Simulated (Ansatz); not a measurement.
Ideal-gas functions of `BC(=C)S` at 600 K and 1 bar, from an Ansatz frequency run at PBE0-D4/def2-TZVP.

Molar mass 71.94 g/mol, point group Cs (symmetry number 1), electronic degeneracy 1, moments of inertia 49.855, 103.303, 153.158 u Å². Harmonic wavenumbers (cm⁻¹, unscaled): 151, 212, 304, 367, 404, 635, 704, 874, 954, 963, 972, 1007, 1190, 1273, 1431, 1628, 2584, 2670, 2729, 3146, 3245.

Use S(trans) = R[1.5 ln M + 2.5 ln T − 1.1517]; rotational temperatures θ = 24.2544 K / I; S(rot) = R[ln(√π/σ · √(T³/θAθBθC)) + 1.5]; for each mode x = 1.438777 ν̃/T, S = R[x/(eˣ − 1) − ln(1 − e⁻ˣ)] and H = RT x/(eˣ − 1); 1 cm⁻¹ = 0.0119627 kJ/mol; R = 8.31446 J/(mol·K).

Problem. By hand: the entropy, in J/(mol·K).

Solution. Translation 176.7. Rotation: θ = 0.4865, 0.2348, 0.1584 K, giving 113.7. Vibration, mode by mode: 16.81, 14.03, 11.12, 9.64, 8.90, 5.58, 4.88, 3.53, 3.04, 2.99, 2.94, 2.75, 1.94, 1.66, 1.23, 0.84, 0.12, 0.10, 0.09, 0.04, 0.03, in all 92.3. Electronic 0.0. Sum 382.7 J/(mol·K).

Problem. By hand: H − E and G − E in kJ/mol, counted from the electronic energy.

Solution. Zero-point energy ½ × 27443 × 0.0119627 = 164.1; thermal vibration 30.7; translation, rotation and pV give 4 RT = 20.0. H − E = 214.8 kJ/mol, and G − E = 214.8 − 600 × 382.7/1000 = -14.8 kJ/mol.

Vibration gives 24 % of the entropy. The sum counts one conformer and one mirror image; others add a mixing term.
